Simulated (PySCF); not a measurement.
## Radial density of V²⁺ (vanadium, charge +2)

UHF, [Ar] 3d3, high-spin 4F determinant. Computed with PySCF 2.14 in x2c-TZVPall, with the spin-free X2C one-electron Hamiltonian (Gaussian nucleus).

```csv
r (bohr),4πr²ρ (e/bohr),4πr²(ρα − ρβ)
0.00125,0.2031,0.0000
0.00210,0.5186,0.0000
0.00354,1.306,-0.0001
0.00595,3.159,-0.0001
0.0100,7.122,-0.0003
0.0168,14.22,-0.0005
0.0283,23.24,-0.0007
0.0477,27.45,-0.0004
0.0802,22.34,0.0014
0.135,22.94,0.0176
0.227,29.64,0.1437
0.381,14.76,0.7238
0.642,10.15,1.8727
1.08,9.611,2.1193
1.82,1.971,0.9021
3.05,0.1138,0.0992
5.14,0.001062,0.0010
```

Densities and radii are taken from the X2C orbitals without a picture-change correction, which distorts them close to the nucleus.
